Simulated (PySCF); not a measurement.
C₇H₉N.
Numbering: `[CH3:1][C:2]([CH3:3])=[C:4]1[CH2:5][C@@H:6]1[C:7]#[N:8]` (hydrogens: H9, H10, H11 on C1; H12, H13, H14 on C3; H15, H16 on C5; H17 on C6)

Geometry (PBE0-D3(BJ)/def2-SVP, Å), atoms numbered from 1 in this order:
```
atom  x, y, z in Å
C1    -1.882    1.080   -0.057
C2    -0.856   -0.002    0.088
C3    -1.261   -1.391   -0.302
C4     0.363    0.262    0.543
C5     1.371    1.204    0.995
C6     1.690   -0.300    0.859
C7     2.559   -0.751   -0.198
N8     3.251   -1.118   -1.052
H9    -2.232    1.146   -1.101
H10   -2.770    0.859    0.558
H11   -1.488    2.061    0.241
H12   -1.589   -1.417   -1.354
H13   -0.438   -2.107   -0.179
H14   -2.118   -1.732    0.304
H15    1.837    1.877    0.268
H16    1.337    1.593    2.019
H17    1.807   -0.861    1.795
```

Computed with PySCF at PBE0/pcSseg-1 and CAM-B3LYP/def2-SVPD, non-relativistic, on one gas-phase PBE0-D3(BJ)/def2-SVP geometry that isn't relaxed in the solvent. The solvent is an IEF-PCM continuum (van der Waals radii × 1.2). The model holds no explicit solvent molecules, cavitation or dispersion.

Gas phase at PBE0/pcSseg-1: HOMO -7.40 eV, LUMO -0.30 eV, dipole 4.60 D.

Problem. What does the continuum do to the energy, the frontier levels and the dipole at PBE0/pcSseg-1 in acetone and dimethylsulfoxide?

Solution. 
```csv
solvent,ε,E(solvent) − E(gas) (kJ/mol),polarisation term (kJ/mol),distortion of the solute (kJ/mol),HOMO (eV),LUMO (eV),dipole (D)
acetone,20.49,-27.57,-33.18,5.61,-7.17,-0.06,5.81
dimethylsulfoxide,46.83,-28.82,-34.95,6.13,-7.16,-0.06,5.87
```

The polarisation term is half the interaction of the solute with the surface charges that it induces; the rest is the cost of distorting the solute's density. The sum is the electrostatic part of solvation alone. From acetone to dimethylsulfoxide the lowering changes by a factor 1.05, Onsager's factor (ε − 1)/(2ε + 1) by 1.04 and ε itself by 2.3.

Problem. Which radius a makes the point-dipole formula ΔE = −[(ε − 1)/(2ε + 1)]·μ²/a³ give the value in dimethylsulfoxide, with the gas-phase dipole?

Solution. μ = 1.810 au and |ΔE| = 0.01098 Eh give a = 2.78 Å; the farthest nucleus lies 3.69 Å from the centroid of the nuclei, so such a sphere wouldn't even hold the nuclei. The formula assumes a rigid point dipole at the centre of a sphere.

Problem. Give the dipole vector in the frame of the coordinates (D, pointing from negative to positive charge), gas and dimethylsulfoxide.

Solution. Gas (-3.54, 1.55, 2.49), solvent (-4.42, 2.02, 3.29). Its length changes by +28 % and its direction by 1°.

Problem. Which Mulliken charges (PBE0/pcSseg-1) respond most in acetone (means over atoms taken as equivalent)?

Solution. 
| atoms | environment | gas (e) | solvent (e) | change |
| --- | --- | --- | --- | --- |
| N8 | nitrile nitrogen | -0.262 | -0.346 | -0.084 |
| C7 | nitrile carbon | +0.149 | +0.178 | +0.029 |
| H17 | methine hydrogen | +0.178 | +0.202 | +0.024 |
| H16 | methylene hydrogen | +0.155 | +0.173 | +0.018 |
| C4 | fully substituted alkene carbon | -0.015 | -0.030 | -0.015 |
| C2 | fully substituted alkene carbon | -0.426 | -0.436 | -0.010 |
| H15 | methylene hydrogen | +0.162 | +0.171 | +0.009 |
| C3 | allylic carbon | -0.165 | -0.173 | -0.008 |

Gas phase at CAM-B3LYP/def2-SVPD: HOMO -8.70 eV, LUMO 0.77 eV, dipole 4.63 D.

Problem. What does the continuum do to the energy, the frontier levels and the dipole at CAM-B3LYP/def2-SVPD in acetone and dimethylsulfoxide?

Solution. 
| solvent | ε | E(solvent) − E(gas) (kJ/mol) | polarisation term (kJ/mol) | distortion of the solute (kJ/mol) | HOMO (eV) | LUMO (eV) | dipole (D) |
| --- | --- | --- | --- | --- | --- | --- | --- |
| acetone | 20.49 | -28.48 | -34.52 | 6.04 | -8.42 | 1.05 | 5.90 |
| dimethylsulfoxide | 46.83 | -29.77 | -36.39 | 6.62 | -8.41 | 1.06 | 5.96 |

Problem. How does the static polarisability (CAM-B3LYP/def2-SVPD, frozen core, with the continuum's full static response) change?

Solution. 
| medium | isotropic (au) | principal values (au) | ⟨r²⟩ of the electrons (bohr²) |
| --- | --- | --- | --- |
| gas | 88.4 | 67.9, 86.3, 110.9 | 1140.2 |
| acetone | 118.0 | 92.1, 116.2, 145.5 | 1141.4 |
| dimethylsulfoxide | 119.7 | 93.9, 118.0, 147.3 | 1141.5 |

The isotropic value in dimethylsulfoxide is 1.35 times the gas-phase one; no cavity-field correction is applied. ⟨r²⟩ is taken about the centre of nuclear charge.
